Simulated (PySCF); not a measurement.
Computed IR spectrum (relative IR intensity) of a molecule C3H7BO3. The structure is a stationary point at PBE-D3(BJ)/def2-SVP. Other conformers were not sampled. All values below come from PBE-D3(BJ)/def2-SVP in PySCF. Frequencies are harmonic and unscaled.

ν (cm⁻¹): 169 (w), 215 (vw), 241 (m), 343 (vw), 416 (w), 549 (m), 618 (vw), 633 (m), 910 (m), 934 (m), 965 (w), 1023 (w), 1050 (w), 1100 (m), 1201 (vw), 1229 (s), 1309 (w), 1321 (w), 1380 (w), 1420 (vw), 1439 (m), 1473 (vs), 2831 (m), 2960 (m), 2984 (w), 3033 (w), 3046 (w), 3708 (w), 3719 (m) (against the strongest line: vs over 80 %, s over 45 %, m over 15 %, w over 4 %, vw less)

**Question.** Pick the molecule that these values belong to.
(A) OB1[C@@H](O)C[C@@H]1O
(B) OB1OCC[C@H]1O
(C) CO/C=C/B(O)O
(D) OB1C[C@H](O)CO1

**Answer.** B, OB1OCC[C@H]1O
